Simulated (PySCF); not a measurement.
Fractional electron number in Zr(2+) (zirconium, charge +2)

The 4d alpha orbital of [Kr] 4d2 is emptied in steps (occupation f), with all orbitals relaxed, ending at [Kr] 4d1. All numbers are calculated (PySCF 2.14, the spin-free X2C one-electron Hamiltonian (Gaussian nucleus), in x2c-TZVPall (8s6p6d1f, 63 functions)). The exact energy is a straight line in f; departures are measured from the line between the end points of the same method.

| f | UHF (eV) | LDA (eV) | PBE (eV) |
| --- | --- | --- | --- |
| 1 | 0.000 | 0.000 | 0.000 |
| 0.75 | 0.108 | -0.995 | -0.974 |
| 0.5 | 0.140 | -1.337 | -1.306 |
| 0.25 | 0.103 | -1.009 | -0.984 |
| 0 | 0.000 | 0.000 | 0.000 |

For LDA, how does the orbital energy at f = 1 compare with the removal energy?

−ε = 18.222 eV against a total-energy difference of 23.484 eV. By Janak's theorem ε = ∂E/∂f, so the gap between them reflects the curvature. Along the path −ε is 20.797 (f = 0.75), 23.448 (f = 0.5), 26.154 (f = 0.25) eV.

```json
{"method": "UHF", "E(f=0) − E(f=1) (eV)": "22.373", "−ε at f=1 (eV)": "22.962", "−ε at f=0.5 (eV)": "22.360"}
{"method": "LDA", "E(f=0) − E(f=1) (eV)": "23.484", "−ε at f=1 (eV)": "18.222", "−ε at f=0.5 (eV)": "23.448"}
{"method": "PBE", "E(f=0) − E(f=1) (eV)": "23.467", "−ε at f=1 (eV)": "18.306", "−ε at f=0.5 (eV)": "23.441"}
```

Reference removal energy between the ground levels: 23.170 eV (semi-empirical (NIST evaluation); NIST Atomic Spectra Database, ionization energies). The calculation has no spin-orbit coupling. UHF lacks correlation.
